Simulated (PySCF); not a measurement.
A structure optimised at PBE0-D3(BJ)/def2-SVP, used in a PySCF frequency run:

```
Si
N 1 1.7098
H 2 1.0148 1 117.24
C 2 1.4451 3 114.19 1 -163.59
H 4 1.1013 2 110.02 3 -168.05
H 4 1.1017 5 106.43 2 -120.21
H 4 1.1051 5 107.49 6 -115.64
H 1 1.4876 2 107.50 3 32.76
Cl 1 2.1037 8 106.06 2 124.24
Si 1 2.3378 8 115.54 2 -124.21
H 10 1.4914 1 110.90 8 -41.69
H 10 1.4918 11 108.97 1 122.17
Cl 10 2.0815 11 108.75 12 117.64
```

Q: Write its SMILES and formula.

A: CN[Si@H](Cl)[SiH2]Cl, CH7Cl2NSi2

Q: What are its rotational constants (standard atomic weights)?

A: 2.0532, 0.86893, 0.67842 GHz
